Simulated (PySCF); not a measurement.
## Exercise with solution: dipole moment from atomic charges

B(Cl)(OH)(NH2) (BClH₃NO), SMILES ClB(O)N. Atoms are numbered in the order given.

```xyz
7

B     -0.0510     0.4590     0.0000
Cl     0.0951    -1.3386     0.0000
O     -1.2818     1.0401     0.0000
H     -2.0014     0.3992     0.0000
N      1.1115     1.2362     0.0000
H      1.0735     2.2480     0.0000
H      2.0407     0.8401     0.0000
```

The structure is a stationary point at B3LYP-D3(BJ)/def2-SVP. One conformer was computed; it need not be the lowest.

Charges (e) from CAM-B3LYP/def2-TZVPD (PySCF):

```
atom  ESP fit     IAO
----  -------  ------
B1      0.555   0.407
Cl2    -0.231  -0.177
O3     -0.557  -0.570
H4      0.378   0.381
N5     -0.969  -0.615
H6      0.428   0.286
H7      0.396   0.289
```

The dipole moment of the full density is 1.17 D.

Q: What dipole moment does each set of point charges give, and which comes closer to that of the density?

A: 
μ = Σ q r, and 1 e Å = 4.8032 D.
ESP fit: Σ q r = (0.098, 0.232, 0.000) e Å, |μ| = 1.21 D.
IAO: Σ q r = (0.144, 0.108, 0.000) e Å, |μ| = 0.86 D.
ESP fit comes closer in size. Point charges leave out the atoms' own dipoles (lone pairs, polarised bonds); fits to the potential absorb them, partitions of the density don't.
